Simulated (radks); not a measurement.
Values are calculated unless marked as measured or tabulated.
Species: Hf3+. Configuration: [Xe] 4f13 5d1 6s1 (not the ground configuration). Level of theory: Dirac Kohn-Sham, BLYP, spin-unpolarised, spherical densities, finite nucleus; open shells fill j = l - 1/2 first; Fermi nuclear charge, rms radius 5.347 fm (a radial shooting solver on a logarithmic mesh with Libxc functionals).

Unscreened Slater integrals over Kohn-Sham orbitals (hartree). Large and small components are both included. Empty in this configuration: 5d5/2.

\begin{tabular}{lr}
integral & value \\ \hline
F0(6s1/2,6s1/2) & 0.33584 \\
F0(6s1/2,5d3/2) & 0.38527 \\
G2(6s1/2,5d3/2) & 0.10300 \\
F0(6s1/2,4f7/2) & 0.43796 \\
G3(6s1/2,4f7/2) & 0.017086 \\
F0(6s1/2,4f5/2) & 0.43840 \\
G3(6s1/2,4f5/2) & 0.016774 \\
F0(6s1/2,5d5/2) & 0.38309 \\
G2(6s1/2,5d5/2) & 0.10831 \\
F0(5d3/2,5d3/2) & 0.50332 \\
F2(5d3/2,5d3/2) & 0.26375 \\
F0(5d3/2,4f7/2) & 0.64380 \\
F2(5d3/2,4f7/2) & 0.15766 \\
G3(5d3/2,4f7/2) & 0.056268 \\
G5(5d3/2,4f7/2) & 0.043430 \\
F0(5d3/2,4f5/2) & 0.64483 \\
F2(5d3/2,4f5/2) & 0.15542 \\
G1(5d3/2,4f5/2) & 0.064009 \\
G3(5d3/2,4f5/2) & 0.054576 \\
F0(5d3/2,5d5/2) & 0.49734 \\
F2(5d3/2,5d5/2) & 0.26058 \\
G2(5d3/2,5d5/2) & 0.26038 \\
G4(5d3/2,5d5/2) & 0.17248 \\
F0(4f7/2,4f7/2) & 1.4168 \\
F2(4f7/2,4f7/2) & 0.67872 \\
F4(4f7/2,4f7/2) & 0.42689 \\
F6(4f7/2,4f7/2) & 0.30742 \\
F0(4f7/2,4f5/2) & 1.4273 \\
F2(4f7/2,4f5/2) & 0.68399 \\
F4(4f7/2,4f5/2) & 0.43027 \\
G2(4f7/2,4f5/2) & 0.68162 \\
G4(4f7/2,4f5/2) & 0.42885 \\
G6(4f7/2,4f5/2) & 0.30887 \\
F0(4f7/2,5d5/2) & 0.63008 \\
F2(4f7/2,5d5/2) & 0.15044 \\
F4(4f7/2,5d5/2) & 0.071723 \\
G1(4f7/2,5d5/2) & 0.061566 \\
G3(4f7/2,5d5/2) & 0.052592 \\
G5(4f7/2,5d5/2) & 0.040717 \\
F0(4f5/2,4f5/2) & 1.4380 \\
F2(4f5/2,4f5/2) & 0.68948 \\
F4(4f5/2,4f5/2) & 0.43381 \\
F0(4f5/2,5d5/2) & 0.63105 \\
F2(4f5/2,5d5/2) & 0.14826 \\
F4(4f5/2,5d5/2) & 0.070211 \\
G1(4f5/2,5d5/2) & 0.059033 \\
G3(4f5/2,5d5/2) & 0.050897 \\
G5(4f5/2,5d5/2) & 0.039506 \\
F0(5d5/2,5d5/2) & 0.49161 \\
F2(5d5/2,5d5/2) & 0.25780 \\
F4(5d5/2,5d5/2) & 0.17076 \\
\end{tabular}
